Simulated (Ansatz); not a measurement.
Stepwise reaction of `FB(Br)Br` with methanol, as a gas-phase model of exchange steps in deposition or etching. ΔE in kJ/mol.

Gas-phase electronic energies from Ansatz, PBE0-D4/def2-TZVP geometries. CBS: MP2 limit from def2 TZ/QZ plus the TZ coupled-cluster correction, frozen cores. This one scheme is used for every species. Functionals use def2-TZVPP. B3LYP here is the variant with VWN-RPA as its local correlation; programs differ in this. For Br outer-core shells are correlated without core-valence functions, which leaves a few kJ/mol of doubt a bond. Scalar relativity is left out up to krypton. Each species was taken in one conformer, which may not be the lowest.

```csv
step,reaction,PBE-D4,B3LYP-D4,ωB97M-V,CCSD(T)/CBS
2,`COB(F)Br` + CH₃OH → `COB(F)OC` + HBr,-47.2,-58.8,-57.2,-54.0
```

Give the row of step 1, `FB(Br)Br` + CH₃OH → `COB(F)Br` + HBr. (Estimate.)

Computed: 
```tsv
step	reaction	PBE-D4	B3LYP-D4	ωB97M-V	CCSD(T)/CBS
1	`FB(Br)Br` + CH₃OH → `COB(F)Br` + HBr	-67.6	-78.5	-77.1	-72.8
```

By hand: ΔE of the 2 steps together at CCSD(T)/CBS.

(-72.8) + (-54.0) = -126.8 kJ/mol, or -63.4 kJ/mol a step.

In ΔE each step is higher than the one before. All are downhill at CCSD(T)/CBS. PBE-D4 differs from CCSD(T)/CBS by 5.2 to 6.8 kJ/mol a step. Isolated molecules leave out the surface, adducts and barriers. Largest T1 diagnostic: 0.012.
